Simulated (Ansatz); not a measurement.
`CO[SiH2][SiH2]F` → `FC[SiH2]O[SiH3]`  (isomerisation)

Isolated molecules relaxed with PBE0-D4/def2-TZVP in Ansatz; ΔE leaves out vibrations. CCSD(T)/CBS adds triple-zeta CCSD(T) − MP2 to the extrapolated MP2 energy (def2 sets, frozen cores). DFT in def2-TZVPP. B3LYP here is the variant with VWN-RPA as its local correlation; programs differ in this. Each species was taken in one conformer, which may not be the lowest.

**Question.** Is it downhill or uphill in electronic energy at CCSD(T)/CBS, and by how much? (Estimate.)

**Answer.** The calculation gave: Uphill: ΔE = +23.2 kJ/mol.

**Question.** What do these levels give: B3LYP-D4, ωB97M-V, PBE0, SCS-MP2/def2-TZVPP, CCSD/def2-TZVPP, CCSD(T)/def2-TZVPP? (An estimate is asked.)

**Answer.** The calculation gave: B3LYP-D4 22.0, ωB97M-V 15.9, PBE0 31.0, SCS-MP2/def2-TZVPP 17.0, CCSD/def2-TZVPP 19.9, CCSD(T)/def2-TZVPP 21.5 kJ/mol.

Largest T1 diagnostic among the species: 0.012.

In def2-TZVPP, CCSD(T) changes the Hartree–Fock value by +11.8 kJ/mol (the triples alone add +1.6 kJ/mol) and MP2 by +10.1 kJ/mol. From PBE to PBE0 (25 % exact exchange), in def2-TZVPP and without D4, ΔE moves by −4.6 kJ/mol.
